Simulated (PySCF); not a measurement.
PySCF input (BP86/def2-SVP):

```python
from pyscf import gto, dft

mol = gto.M(
    atom='''
    Cl    1.96704700    0.34742800    0.07532700
    C     0.28798700    0.01282100    0.02885100
    C    -0.36824900   -1.08748800    0.46489600
    O    -1.67948100   -1.01746300    0.27337900
    C    -1.91564900    0.20414300   -0.32750800
    C    -0.74697200    0.86572800   -0.49599200
    H    -2.94264100    0.42354800   -0.55460200
    H    -0.60402000    1.83864900   -0.93448500
    ''',
    basis='def2-svp',
    charge=0,
    spin=1,
    verbose=4,
)

mf = dft.UKS(mol, xc='bp86')
mf.grids.level = 3
mf.conv_tol = 1e-9
mf.max_cycle = 100
mf.max_memory = 1500
mf.kernel()
if not mf.converged:
    mf = mf.newton()
    mf.kernel(mf.make_rdm1())
mo, _, stable, _ = mf.stability(return_status=True)
if not stable:
    mf.kernel(mf.make_rdm1(mo, mf.mo_occ))
    stable = mf.stability(return_status=True)[2]
mf.dip_moment()
```

From the output:

```
small_rho_cutoff = 0
Set gradient conv threshold to 3.16228e-05
tot grids = 109056
init E= -689.602551789106
  alpha nocc = 26  HOMO = -0.247991481738773  LUMO = -0.0823647890213492
  beta  nocc = 25  HOMO = -0.255164677656543  LUMO = -0.247991481738772

WARN: HOMO -0.247991481738773 >= LUMO -0.247991481738772

cycle= 1 E= -688.601794718645  delta_E=    1  |g|= 0.331  |ddm|=  2.6
  alpha nocc = 26  HOMO = -0.197969474199388  LUMO = -0.000837728219023948
  beta  nocc = 25  HOMO = -0.195670411898379  LUMO = -0.182722052070263
  HOMO = -0.195670411898  LUMO = -0.18272205207  gap/eV = 0.35234
cycle= 2 E= -688.478440633126  delta_E= 0.123  |g|= 0.64  |ddm|= 0.892
  alpha nocc = 26  HOMO = -0.208921073783402  LUMO = -0.030077113445234
  beta  nocc = 25  HOMO = -0.200752738851453  LUMO = -0.160979005059914
  HOMO = -0.200752738851  LUMO = -0.16097900506  gap/eV = 1.08230
cycle= 3 E= -688.643703585201  delta_E= -0.165  |g|= 0.119  |ddm|= 0.559
  alpha nocc = 26  HOMO = -0.221438096261588  LUMO = -0.0338794781337781
  beta  nocc = 25  HOMO = -0.212872578930648  LUMO = -0.172231179853439
  HOMO = -0.212872578931  LUMO = -0.172231179853  gap/eV = 1.10591
cycle= 4 E= -688.648328205949  delta_E= -0.00462  |g|= 0.0669  |ddm|= 0.166
  alpha nocc = 26  HOMO = -0.223147695239469  LUMO = -0.0355110900967937
  beta  nocc = 25  HOMO = -0.214095497325483  LUMO = -0.1723360955855
  HOMO = -0.214095497325  LUMO = -0.172336095585  gap/eV = 1.13633
cycle= 5 E= -688.650542181584  delta_E= -0.00221  |g|= 0.0194  |ddm|= 0.0823
  alpha nocc = 26  HOMO = -0.221167889808311  LUMO = -0.0333578781181538
  beta  nocc = 25  HOMO = -0.212066957222817  LUMO = -0.167624764478837
  HOMO = -0.212066957223  LUMO = -0.167624764479  gap/eV = 1.20933
cycle= 6 E= -688.65070963474  delta_E= -0.000167  |g|= 0.00952  |ddm|= 0.0297
  alpha nocc = 26  HOMO = -0.221224165687691  LUMO = -0.0334473026615858
  beta  nocc = 25  HOMO = -0.211888956933321  LUMO = -0.168165574467388
  HOMO = -0.211888956933  LUMO = -0.168165574467  gap/eV = 1.18977
cycle= 7 E= -688.65075425804  delta_E= -4.46e-05  |g|= 0.00368  |ddm|= 0.0134
  alpha nocc = 26  HOMO = -0.221352682105194  LUMO = -0.0335615614080811
  beta  nocc = 25  HOMO = -0.211989893866595  LUMO = -0.167567780492355
  HOMO = -0.211989893867  LUMO = -0.167567780492  gap/eV = 1.20879
cycle= 8 E= -688.650761824512  delta_E= -7.57e-06  |g|= 0.00134  |ddm|= 0.0051
  alpha nocc = 26  HOMO = -0.221407587339566  LUMO = -0.0334190563113634
  beta  nocc = 25  HOMO = -0.211989074771246  LUMO = -0.167517442040586
  HOMO = -0.211989074771  LUMO = -0.167517442041  gap/eV = 1.21013
cycle= 9 E= -688.650763168326  delta_E= -1.34e-06  |g|= 0.000718  |ddm|= 0.00255
  alpha nocc = 26  HOMO = -0.221363133837249  LUMO = -0.0333938605138746
  beta  nocc = 25  HOMO = -0.211924192907061  LUMO = -0.167383245519074
  HOMO = -0.211924192907  LUMO = -0.167383245519  gap/eV = 1.21202
cycle= 10 E= -688.650763536122  delta_E= -3.68e-07  |g|= 0.000232  |ddm|= 0.00146
  alpha nocc = 26  HOMO = -0.221396875290319  LUMO = -0.0334243431522463
  beta  nocc = 25  HOMO = -0.21195689427539  LUMO = -0.167428372066782
  HOMO = -0.211956894275  LUMO = -0.167428372067  gap/eV = 1.21168
cycle= 11 E= -688.650763534108  delta_E= 2.01e-09  |g|= 0.000163  |ddm|= 0.000581
  alpha nocc = 26  HOMO = -0.221382556873759  LUMO = -0.0333953697317892
  beta  nocc = 25  HOMO = -0.211941516566701  LUMO = -0.167403963268948
  HOMO = -0.211941516567  LUMO = -0.167403963269  gap/eV = 1.21193
cycle= 12 E= -688.65076359101  delta_E= -5.69e-08  |g|= 5.57e-05  |ddm|= 0.000329
  alpha nocc = 26  HOMO = -0.221382347573019  LUMO = -0.0334009757965945
  beta  nocc = 25  HOMO = -0.211943169823911  LUMO = -0.167404194142558
  HOMO = -0.211943169824  LUMO = -0.167404194143  gap/eV = 1.21197
cycle= 13 E= -688.650763592133  delta_E= -1.12e-09  |g|= 3.4e-05  |ddm|= 7.47e-05
  alpha nocc = 26  HOMO = -0.221383369835135  LUMO = -0.0334014121187614
  beta  nocc = 25  HOMO = -0.211945487046055  LUMO = -0.167409045487253
  HOMO = -0.211945487046  LUMO = -0.167409045487  gap/eV = 1.21190
cycle= 14 E= -688.650763592766  delta_E= -6.33e-10  |g|= 1.01e-05  |ddm|= 4.72e-05
  alpha nocc = 26  HOMO = -0.221381838788545  LUMO = -0.0334006574836616
  beta  nocc = 25  HOMO = -0.211944986187427  LUMO = -0.167407700407077
  HOMO = -0.211944986187  LUMO = -0.167407700407  gap/eV = 1.21192
Extra cycle  E= -688.650763592527  delta_E= 2.39e-10  |g|= 2.39e-05  |ddm|= 3.79e-05
converged SCF energy = -688.650763592527  <S^2> = 0.75837019  2S+1 = 2.0083527
uhf_internal: lowest eigs of H = [0.22236047 0.23955174 0.3270044 ]
<class 'pyscf.dft.uks.UKS'> wavefunction is stable in the internal stability analysis
Dipole moment(X, Y, Z, Debye): -1.24702,  0.98294, -0.61142
```

The geometry given is a B3LYP-D3(BJ)/def2-TZVP minimum.
